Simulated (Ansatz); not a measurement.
Total energies of Se(GeH3)2 (Ge2H6Se) from Ansatz at PBE-D4/def2-TZVP, gas phase (1 Eh = 27.2114 eV = 2625.5 kJ/mol). The reference geometry is relaxed at PBE0-D4/def2-SVP.

Cartesian coordinates in Å:
```
Se 1.222 -0.175 1.049
Ge 0.013 -1.728 -0.247
H 0.579 -3.107 0.122
H 0.215 -1.441 -1.747
H -1.487 -1.648 0.094
Ge 0.041 1.720 0.294
H 0.709 2.924 0.975
H -1.441 1.619 0.699
H 0.149 1.835 -1.239
```

```
                 state   geometry  energy (Eh)
      charge 0 singlet  reference  -6558.20190
      charge 1 doublet  reference  -6557.88260
free Se atom (triplet)          –  -2401.12489
free Ge atom (triplet)          –  -2076.60177
 free H atom (doublet)          –     -0.49962
```

Work out the vertical ionisation energy to the doublet.

E(charge 1 doublet) − E(charge 0 singlet) = -6557.88260 − (-6558.20190) = 0.31930 Eh = 8.69 eV. For comparison, −ε of the highest occupied level is 5.74 eV at this level, 2.95 eV less.

What is the binding energy per atom against free atoms?

Atoms: 1 × (-2401.12489) + 2 × (-2076.60177) + 6 × (-0.49962) = -6557.32615 Eh. Binding: -6557.32615 − (-6558.20190) = 0.87575 Eh = 23.83 eV, or 2.65 eV for each of 9 atoms (no zero-point energy, no counterpoise term).
